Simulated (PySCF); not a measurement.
C₂H₉FSi₃, SMILES F[C@@H]1[Si@@H]([SiH3])[SiH2]C1.

Geometry: B3LYP-D3(BJ)/def2-SVP. The structure was generated by enumeration; whether it is a known compound was not checked.

Two levels are set side by side: TDA-PBE/def2-SVPD (PySCF) and TDA-CAM-B3LYP/def2-SVPD (PySCF). Vertical, same geometry. The lowest singlet is HOMO−1→LUMO 66 %, HOMO→LUMO 24 % with PBE and HOMO→LUMO 43 %, HOMO→LUMO+2 31 %, HOMO−1→LUMO 15 % with the other functional; states are paired by order. Differences are taken from unrounded values.

| quantity | TDA-CAM-B3LYP | TDA-PBE | TDA-PBE minus TDA-CAM-B3LYP |
|---|---|---|---|
| lowest singlet excitation (eV) | 6.17 | 5.41 | -0.76 |
| lowest triplet excitation (TDA) (eV) | 5.23 | 4.68 | -0.54 |
| first bright state (f over 0.05) (eV) | 6.17 | 5.56 | -0.61 |
| its oscillator strength | 0.08 | 0.07 | -0.01 |

Functionals without exact exchange tend to place singlet excitations lower, as here. Differences between two approximate levels are no errors against the true value.

Rough cost on one machine, each run with all the roots and properties that it gave: TDA-CAM-B3LYP against TDA-PBE about 5 times.
